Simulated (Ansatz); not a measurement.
Basis-set extrapolation for CH$_{9}$N$_{3}$Si, SMILES `NCN[SiH2]N` (PBE0-D4/def2-TZVP geometry, frozen core, Ansatz 0.2.0). Multiplicity 1, RHF reference.

|  | def2-TZVPP | def2-QZVPP |
| --- | --- | --- |
| HF | -495.538399 | -495.558381 |
| MP2 correlation | -0.942904 | -1.009689 |
| CCSD(T) correlation | -1.026259 | not run |

Energies in hartree. Use E(X) = E(∞) + A·exp(−7.88·√X) for Hartree–Fock and E(X) = E(∞) + B·X^(−2.97) for correlation, with X = 3 and 4, and add CCSD(T) minus MP2 of the smaller set to the MP2 limit.

Question: What is the CCSD(T) energy at the basis-set limit?

Answer: HF limit: -495.558381 + (-0.019982) × 0.13774 = -495.56113. MP2 limit: -1.009689 + (-0.066785) × 0.74074 = -1.05916. Higher-order term: -1.026259 − (-0.942904) = -0.08336. Total: -496.70365 hartree, 364.9 kJ/mol below CCSD(T)/def2-TZVPP.
